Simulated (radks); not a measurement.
All-electron atom: a nucleus of charge 64.75 with 63 electrons in [Xe] 4f7 5d1 6s1.

Calculated with a radial shooting solver on a logarithmic mesh with Libxc functionals: scalar-relativistic Kohn-Sham, PBE, spin-polarised, spherical densities, finite nucleus; open shells are filled with parallel spins first (spin-orbit coupling, left out, can overturn this in heavy ions); Fermi nuclear charge, rms radius 5.1569 fm.

Energy parts (eV):
part                      energy
total                 -315571.13
kinetic                339401.91
electron-nucleus      -769341.72
Hartree                121267.00
exchange-correlation    -6898.33

Orbitals (lengths in bohr, moments of r in powers of bohr; <r^-3> diverges for s and p1/2):
orbital  occ.  eigenvalue (eV)  <r^-3>      <r^2>      <r>
1s up       1        -51432.32       -  0.0006374  0.02161
1s down     1        -51432.31       -  0.0006374  0.02161
2s up       1        -8538.096       -   0.009985  0.09195
2s down     1        -8537.990       -   0.009985  0.09195
2p up       3        -7592.940   11930   0.008061  0.08126
2p down     3        -7592.860   11930   0.008060  0.08125
3s up       1        -1914.910       -    0.06622   0.2407
3s down     1        -1912.025       -    0.06609   0.2405
3p up       3        -1623.030    2512    0.06644   0.2394
3p down     3        -1620.155    2519    0.06629   0.2392
3d up       5        -1240.919   337.8    0.05577   0.2179
3d down     5        -1238.701   338.7    0.05559   0.2175
4s up       1        -403.4182       -     0.3330   0.5433
4s down     1        -396.8613       -     0.3331   0.5434
4p up       3        -307.0269   565.4     0.3756   0.5748
4p down     3        -300.5376   564.0     0.3759   0.5750
4d up       5        -174.3578   63.98     0.4489   0.6224
4d down     5        -167.9463   63.67     0.4510   0.6236
4f up       7         -29.9655   9.183     0.8098   0.7974
4f down     0         -24.0578   8.867     0.8836   0.8260
5s up       1         -68.9426       -      1.862    1.287
5s down     1         -65.3501       -      1.910    1.304
5p up       3         -44.8068   82.90      2.513    1.490
5p down     3         -41.8715   78.50      2.589    1.513
5d up       1         -16.6394   4.718      5.646    2.202
5d down     0         -14.5686   4.397      5.860    2.244
6s up       1         -15.6440       -      11.74    3.242
6s down     0         -13.7534       -      11.92    3.266

The highest occupied level is 6s up at -15.644 eV. The configuration is held as typed, so some empty levels lie below it. Spin moment in Bohr magnetons: 9. The spin density at the nucleus is 48.72 e/bohr^3 (1s 0.19, 2s -1.23, 3s -18.73, 4s 3.67, 5s 15.08, 6s 49.75). The density falls to 0.001 e/bohr^3 at r = 4.29 bohr. The electron density at the nucleus is 7.017e+05 e/bohr^3 (large components only). Summed over all electrons, <r^2> = 50.71 bohr^2, which gives a Langevin (diamagnetic) susceptibility term of -40.2 x 10^-6 cm^3/mol.
